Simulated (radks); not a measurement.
Question: Excited configurations of Tb IV: one electron is placed in a higher orbital outside [Xe] 4f7. The ground configuration is [Xe] 4f8. All-electron calculation, scalar-relativistic Kohn-Sham, PBEsol, spin-polarised, spherical densities, finite nucleus; open shells are filled with parallel spins first (spin-orbit coupling, left out, can overturn this in heavy ions); Fermi nuclear charge, rms radius 5.06 fm. Program: a radial shooting solver on a logarithmic mesh with Libxc functionals. Excitation = E - E(ground); binding = E(ion) - E, where the ion is the core of charge +4; n* = 4/sqrt(2 binding) in atomic units, and the quantum defect is n - n*.

outer orbital  excitation (eV)  binding (eV)     n*  quantum defect  eigenvalue (eV)  <r> (bohr)
5d                       8.280        32.632  2.583           2.417          -27.368       2.020
5f                      26.537        14.374  3.892           1.108          -12.116       4.134
6s                      11.755        29.156  2.732           3.268          -25.875       2.933
6p                      17.678        23.233  3.061           2.939          -20.578       3.445
6d                      24.920        15.991  3.690           2.310          -14.096       4.602
6f                      31.376         9.535  4.778           1.222           -8.293       7.231
7s                      25.180        15.731  3.720           3.280          -14.103       5.374
7p                      27.582        13.329  4.041           2.959          -11.895       6.117
7d                      30.930         9.982  4.670           2.330           -8.857       7.735

Estimate the row for 7f.

Answer: excitation (eV) 34.232; binding (eV) 6.679; n* 5.709; quantum defect 1.291; eigenvalue (eV) -5.923; <r> (bohr) 11.06. The Delta-SCF ionisation energy is 40.911 eV (NIST Atomic Spectra Database: 39.33 eV, semi-empirical). Self-interaction in the functional shifts the binding energies and quantum defects, so they are the method's values and not measured ones. Open shells are spherical and high-spin; term and fine-structure splittings are not resolved. Spin-orbit splitting is averaged out at the scalar-relativistic level.
